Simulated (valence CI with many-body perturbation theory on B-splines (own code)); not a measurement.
**Energy levels of Os XXVII**

Level of theory: valence CI with perturbative core correlation (CI+MBPT): four valence electrons over a frozen Dirac-Fock core [Kr] 4d10, radial functions for each j: 7 s, 7 p, 7 d, 7 f, 4 g, 2 h, with the one-electron correlation potential Σ1, the two-electron term Σ2, the three-electron term Σ3, Breit, model QED; selected CI, second order for the rest, scaled by the run's own slope (own B-spline code, finite nucleus).

The last digits are not significant, and no measured levels were compared; by estimate large intervals hold to a few tenths of a per cent, small ones and those within an open d or f shell to about a per cent. Excitations out of the core, of the other parity, are not computed and may begin above about 171 eV (a cautious bound); beyond it only levels of the ground parity were kept, without lifetimes.

Levels 46 to 90 of 203, with energies above the lowest level, 4f4 5I_4. "Leading %" is the weight of the configuration and term that name the level; weights of strongly mixed levels are sums over their largest components and can fall short. Lifetimes count E1, E2, E3, M1 and M2 decay at the calculated energies, and are blank where another channel may lead or the interval is too uncertain; long ones can be off by a factor of two.

```
No.  Configuration  Term   J  E (cm⁻¹)  Leading %      g  Second component  Lifetime
 46            4f4    3D   1    124790         55  0.832       36 % 4f4 3P    603 μs
 47            4f4    3F   2    125410         40  1.146       35 % 4f4 3P    713 μs
 48            4f4    3G   5    125440         36  1.099       23 % 4f4 3I    846 μs
 49            4f4    3L   9    125870         61  1.069       39 % 4f4 3M   1.57 ms
 50            4f4    5D   4    126230         41  1.157       35 % 4f4 3H   1.36 ms
 51            4f4    3H   6    127740         28  1.042       24 % 4f4 1I   1.27 ms
 52            4f4    3F   3    130680         63  1.116       19 % 4f4 3D    897 μs
 53            4f4    3H   5    131460         69  1.063       19 % 4f4 3G   2.35 ms
 54            4f4    1G   4    137590         39  0.979       33 % 4f4 3H    898 μs
 55            4f4    3G   3    141480         62  0.926       19 % 4f4 3F   1.19 ms
 56            4f4    3K   6    141560         41  0.980       21 % 4f4 3I   2.40 ms
 57            4f4    3G   4    142890         55  1.061       22 % 4f4 3F   1.09 ms
 58            4f4    1L   8    143700         36  1.037       34 % 4f4 3K    511 μs
 59            4f4    3G   5    144060         56  1.111       28 % 4f4 3H    684 μs
 60            4f4    3H   4    145630         43  0.953       33 % 4f4 1G    951 μs
 61            4f4    1K   7    146490         57  1.037       30 % 4f4 3I   1.03 ms
 62            4f4    3F   2    148710         64  0.830       22 % 4f4 1D   1.06 ms
 63            4f4    3K   8    150350         55  1.066       44 % 4f4 1L   4.04 ms
 64            4f4    1D   2    151070         62  0.982       17 % 4f4 3F    798 μs
 65            4f4    3P   0    151560         55              29 % 4f4 5D    412 μs
 66            4f4    3H   6    151610         47  1.082       36 % 4f4 1I   1.19 ms
 67            4f4    3K   7    152820         69  1.040       21 % 4f4 3I   2.99 ms
 68            4f4    3I   5    153310         46  0.959       40 % 4f4 3H    810 μs
 69            4f4    3F   4    154970         42  1.153       22 % 4f4 3H    691 μs
 70            4f4    1N  10    156910         84  1.013       16 % 4f4 3M   1.23 ms
 71            4f4    3F   4    159860         44  1.168       25 % 4f4 1G    843 μs
 72            4f4    3F   3    162760         68  1.058       13 % 4f4 3G   1.21 ms
 73            4f4    3H   6    165020         56  1.082       25 % 4f4 3K    626 μs
 74            4f4    1D   2    165720         39  1.027       27 % 4f4 3F    455 μs
 75            4f4    3G   5    166360         44  1.086       22 % 4f4 3H    516 μs
 76            4f4    3P   1    171050         79  1.404       11 % 4f4 5D    462 μs
 77            4f4    3I   6    175840         54  1.019       39 % 4f4 1I   1.89 ms
 78            4f4    3G   3    176750         60  0.905       15 % 4f4 3F    555 μs
 79            4f4    3G   4    177300         44  1.006       24 % 4f4 3H    948 μs
 80            4f4    3H   5    179600         41  0.968       33 % 4f4 3I    827 μs
 81            4f4    1L   8    180190         55  1.050       43 % 4f4 3K   1.02 ms
 82            4f4    3D   2    184930         46  1.291       46 % 4f4 3P   1.46 ms
 83            4f4    3G   5    187000         78  1.146       10 % 4f4 3H    761 μs
 84            4f4    3I   7    188200         78  1.112       17 % 4f4 3K   1.10 ms
 85            4f4    3G   3    189290         44  1.004       30 % 4f4 3D    678 μs
 86            4f4    1G   4    191020         37  1.078       35 % 4f4 3F    477 μs
 87            4f4    1D   2    193870         48  1.083       25 % 4f4 3P    451 μs
 88            4f4    1I   6    203500         51  1.039       28 % 4f4 3H    662 μs
 89            4f4    1G   4    205320         54  1.009       20 % 4f4 3G    492 μs
 90            4f4    1F   3    211920         53  1.134       42 % 4f4 3D    805 μs
```

Names give the largest LS component (configuration and term), which can be under half, so a name can repeat, a term be missing and a line seem to break the LS rules; names also repeat where a configuration has a term twice.

Where two levels of one J and parity lie close, their mixing, g and order are uncertain.
